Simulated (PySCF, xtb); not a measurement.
K(Cl) anion (ClK), SMILES [K][Cl] (connectivity only; charge and spin as stated), charge -1, multiplicity 2.

Harmonic wavenumbers (cm⁻¹) from GFN2-xTB (xtb 6.7.1) at its own minimum, in rising order: 73.

**Question.** What does PBE-D3(BJ)/def2-TZVPD run with PySCF give at its own minimum? (The exact figures need the calculation; the answer reports its results.)

**Answer.** 200. Paired by order, the mean absolute difference is 127 cm⁻¹ and the zero-point energies are 0.1 and 0.3 kcal/mol.
